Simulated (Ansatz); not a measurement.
The same path of a periodic cell of 17 atoms, Si (host Si, host structure diamond, interstitial Si) was run twice with different band settings. Lost on the way: Si2–Si17. Made: Si7–Si17.

Level of theory: DFT PBE, scalar-relativistic, plane waves, PAW in Ansatz 0.2.0. Settings: PAW set soft_1, cutoff 420 eV, k mesh 2x2x2, gaussian smearing 0.02 eV, no spin polarisation.

Relaxed end points:

```xyz
17
Lattice="0.0000 5.4300 5.4300 5.4300 0.0000 5.4300 5.4300 5.4300 0.0000" Properties=species:S:1:pos:R:3
Si -0.032 -0.001 0.003
Si 1.335 1.378 1.386
Si 2.715 2.745 0.003
Si 4.076 4.067 1.365
Si 2.715 -0.001 2.756
Si 4.080 1.362 4.072
Si 5.430 2.714 2.717
Si 6.781 4.064 4.074
Si -0.001 2.714 2.717
Si 1.334 4.047 4.051
Si 2.715 5.429 2.685
Si 4.095 6.809 4.052
Si 2.715 2.680 5.433
Si 4.093 4.049 6.815
Si 5.461 5.429 5.433
Si 6.783 6.789 6.796
Si 2.714 5.428 5.434
```

```xyz
17
Lattice="0.0000 5.4300 5.4300 5.4300 0.0000 5.4300 5.4300 5.4300 0.0000" Properties=species:S:1:pos:R:3
Si 0.002 0.005 0.005
Si 1.357 1.357 1.358
Si 2.708 2.711 0.002
Si 4.068 4.073 1.323
Si 2.708 0.001 2.711
Si 4.068 1.322 4.073
Si 5.448 2.690 2.690
Si 6.817 4.070 4.070
Si 0.000 2.709 2.710
Si 1.318 4.072 4.072
Si 2.685 5.453 2.688
Si 4.067 6.820 4.069
Si 2.685 2.688 5.454
Si 4.067 4.069 6.820
Si 5.444 5.447 5.448
Si 6.777 6.782 6.783
Si 4.061 4.067 4.068
```

Common settings: climbing image yes; spring 5.0 eV/Å²; optimiser quadratic models (default); end points relaxed.

| run | movable images | start path | force threshold | iteration limit |
| --- | --- | --- | --- | --- |
| 1 | 3 | IDPP | 0.03 eV/Å | 80 |
| 2 | 2 | default | 0.05 eV/Å | 50 |

(1) What does each run give, and how far can it be trusted?

Answers

(1) Run 1: converged after 33 iterations, highest image 0.305 eV above the first end. By the program's own check the climbing image is of a kind that is not told: the force calls were inconclusive, a negative curvature could not be distinguished from the path's own, the only one lies far off the path, or fixed occupations may fill a level only in part (lowest curvatures found: -0.32 and 0.68 eV/Å²).
Run 2: converged after 15 iterations, highest image 0.305 eV above the first end. The order of the stationary point at the top wasn't checked. So few images can step over the top or miss a turn of the path.
Limits of this set-up: coarse k mesh.
